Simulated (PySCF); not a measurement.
# Sc⁺: ionisation energy

Sc⁺ [Ar] 3d1 4s1 (3D) → Sc²⁺ [Ar] 3d1 (2D), as a difference of total energies. Calculation: PySCF 2.14, in aug-cc-pVTZ-DK; scalar relativity by spin-free X2C-1e. Correlated levels: valence: [Ar] frozen. The calculations carry no spin-orbit coupling.

| method | ionisation energy (eV) | error (eV) |
| --- | --- | --- |
| UHF | 12.223 | -0.577 |
| LDA | 13.283 | +0.483 |
| PBE | 13.123 | +0.323 |
| PBE0 | 12.946 | +0.146 |
| BLYP | 13.133 | +0.333 |
| r2SCANh | 12.866 | +0.066 |
| wB97X | 12.397 | -0.403 |
| MP2 (valence) | 12.315 | -0.485 |
| SCS-MP2 (valence) | 12.254 | -0.546 |

Reference: 12.800 eV (measured; NIST Atomic Spectra Database, ionization energies).

Errors of the correlated levels include the incompleteness of this basis and the frozen core.
